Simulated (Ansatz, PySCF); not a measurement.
Reaction (SMILES): ClC(Cl)Cl → Cl[C](Cl)Cl + H atom (the C-H bond at the site shown breaks; other sites are not compared here)
Each molecule is optimised on its own at B3LYP-D3(BJ)/def2-TZVP (Ansatz, a quantum-chemistry and plane-wave program).

Property: bond dissociation energy (0 K, with B3LYP-D3(BJ) harmonic zero-point energies from PySCF), in eV. Correlated levels leave the core frozen unless marked. Open shells are spin-unrestricted. No spin-orbit coupling. No relativistic terms. Basis-set limits of correlation are two-point, X^-3; Hartree-Fock from the larger set. The bracket is a focal-point correction in the basis named.

```
level                                                                 program  bond dissociation energy (eV)
-------------------------------------------------------------  --------------  -----------------------------
B3LYP/def2-TZVPD                                                       Ansatz                     (withheld)
PBE0/def2-QZVPP                                                        Ansatz                     (withheld)
r2SCAN0-D4/def2-TZVPD                                          Ansatz + dftd4                     (withheld)
CAM-B3LYP-D4/def2-TZVPD                                        Ansatz + dftd4                           3.86
B2GP-PLYP-D4/def2-TZVPD                                        Ansatz + dftd4                           3.86
B2GP-PLYP/def2-TZVPD                                                   Ansatz                           3.85
B2PLYP-D3(BJ)/def2-TZVPD                                       Ansatz + dftd3                           3.85
PBE-QIDH/def2-TZVPD                                                    Ansatz                     (withheld)
SCS-MP2/STO-3G                                                         Ansatz                           4.66
CCSD/6-31G                                                             Ansatz                           3.89
CCSD/cc-pV(D+d)Z                                                       Ansatz                           3.76
RI-MP2/CBS(cc-pV(T+d)Z,cc-pV(Q+d)Z)+[CCSD(T)-MP2]/cc-pV(T+d)Z          Ansatz                           4.03
```

**Question.** Fill in the missing entries.

**Answer.** 
- B3LYP/def2-TZVPD, bond dissociation energy (eV): 3.81
- PBE0/def2-QZVPP, bond dissociation energy (eV): 3.73
- r2SCAN0-D4/def2-TZVPD, bond dissociation energy (eV): 3.71
- PBE-QIDH/def2-TZVPD, bond dissociation energy (eV): 3.82
